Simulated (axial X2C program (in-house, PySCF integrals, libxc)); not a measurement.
# Low determinants of TaN at the PBE0 level, scalar-relativistic

Calculated with an axial X2C code built on PySCF integrals. Spin-free means the one-electron spin-free X2C Hamiltonian. Basis: Ta dyall-cv3z [13s14p9d7f4g], N dyall-av3z [7s7p3d2f] (cores contracted in-house); Gaussian nuclei, density fitting, unrestricted open shells. Masses: Ta 180.948 u, N 14.003 u.

Search at 1.674 Å (vertical energies from the lowest determinant):

| ΔE (eV) | state | electrons beyond evenly filled partner blocks | electrons in σ, π, δ, φ |
| --- | --- | --- | --- |
| 0.00 | M_S = 0, Λ = 0 | closed shell | 32 32 12 4 |
| 0.25 | M_S = 1, Λ = 2 | σα, δ+α | 31 32 13 4 |
| 0.92 | M_S = 0, Λ = 2 | σα, δ+β | 31 32 13 4 |
| 2.20 | M_S = 1, Λ = 1 | σα, π+α | 31 33 12 4 |
| 2.69 | M_S = 2, Λ = 1 | σα, π+α, π+β, π-α, δ+α, δ-α | 31 31 14 4 |
| 2.82 | M_S = 0, Λ = 1 | σα, π+β | 31 33 12 4 |
| 2.87 | M_S = 1, Λ = 1 | σα, π+α, π+β, π-β, δ+α, δ-α | 31 31 14 4 |

Lowest determinant, M_S = 0, Λ = 0 (closed shell): Re = 1.661 Å, ωe = 1162.3 cm⁻¹.

The determinant in row 2 of the search, M_S = 1, Λ = 2 (beyond evenly filled blocks: σα, δ+α), was followed along the bond at PBE0; measured from the minimum of the lowest determinant it gives:

Te = 0.254 eV (2051 cm⁻¹), Re = 1.672 Å, ωe = 1096.0 cm⁻¹.

(1) Compare the bond of the determinant in row 2 with that of the lowest one.

The search compares states at one distance, so a state with another bond length can lie lower; it is not exhaustive and yields mostly the lowest determinant of each block pattern, so other components and higher states of one pattern are missing. These are energies of single determinants, not of spin-adapted states; PBE0 term energies can be off by some tenths of an eV, and the functional has no current term. The lowest determinant need not be the ground state where others lie within half an eV. Spin–orbit coupling is large for these atoms, so the spin-free order is a model. Row 2 is spin-contaminated (⟨S²⟩ = 2.03 against 2.00), so its values are not those of a pure state.

Answers

(1) At PBE0 its Re is 0.011 Å longer and its force constant, which goes as ωe², is 0.89 times that of the lowest determinant. This determinant mixes spin states, so it has no term energy of its own.
